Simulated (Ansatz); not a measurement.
# Counterpoise correction, worked out

The pair of NH$_{4}$⁺ (SMILES [NH4+], atoms 1–5) and H$_{2}$Te (SMILES [TeH2], atoms 6–8), both closed shells, in one local arrangement (a lower one may exist), relaxed at PBE0-D4/def2-TZVP:

N1  (-0.179, 0.456, -1.296)
H2  (-0.191, -0.046, -0.355)
H3  (0.533, 1.187, -1.286)
H4  (-1.093, 0.876, -1.472)
H5  (0.033, -0.213, -2.038)
Te6  (-0.231, -1.232, 1.842)
H7  (1.424, -1.228, 1.932)
H8  (-0.296, 0.200, 2.672)
(Å)

Computed with Ansatz 0.2.0 (basis: def2-TZVPPD); correlated methods freeze the cores. Filled d shells of the heavier atoms are correlated. Core potentials replace the inner electrons of the atoms past krypton. The def2 sets are not built for correlating such inner shells, so the correlated values are less sure here.

CCSD(T) total energies in eV:

| system | geometry | basis functions | energy |
| --- | --- | --- | --- |
| pair | pair | all | -8856.51758 |
| NH$_{4}$⁺ | as in the pair | all (partner as ghosts) | -1546.03418 |
| H$_{2}$Te | as in the pair | all (partner as ghosts) | -7309.91123 |
| NH$_{4}$⁺ | as in the pair | its own | -1546.03166 |
| H$_{2}$Te | as in the pair | its own | -7309.86342 |
| NH$_{4}$⁺ | free (PBE0-D4 minimum) | its own | -1546.06873 |
| H$_{2}$Te | free (PBE0-D4 minimum) | its own | -7309.86391 |

Task: Work out the interaction energy with and without the counterpoise correction, the superposition error, and the binding energy from the relaxed fragments.

Result: Without correction: -8856.51758 − (-1546.03166) − (-7309.86342) = -0.62250 eV.
With correction (each fragment in the whole basis): -8856.51758 − (-1546.03418) − (-7309.91123) = -0.57217 eV = -13.19 kcal/mol.
The superposition error is the difference, 0.05033 eV, 8 % of the uncorrected value: each fragment borrows its partner's functions.
Deformation from the free shapes: 0.03707 eV for NH$_{4}$⁺ and 0.00049 eV for H$_{2}$Te.
Binding energy from relaxed fragments: -0.57217 + 0.03707 + 0.00049 = -0.53461 eV = -12.33 kcal/mol (electronic, without zero-point energy; negative means bound). For comparison, the corrected interaction energy by CCSD(T) at an estimated basis limit (MP2 extrapolated from triple and quadruple zeta, plus CCSD(T) − MP2 in triple zeta) is -0.596 eV; triple zeta with the correction binds less.

T1 diagnostic: at most 0.011.

For scale, one of the runs: CCSD(T)/def2-TZVPPD, 198 basis functions, launched by `ansatz run in.yaml --threads 4 --pin off --events-out ev --progress --plain --max-ram 9574MiB`. Time: 45 s of wall clock on 4 CPU threads of an Arm Neoverse V2; the host was shared. Peak host memory: 2.6 GiB.
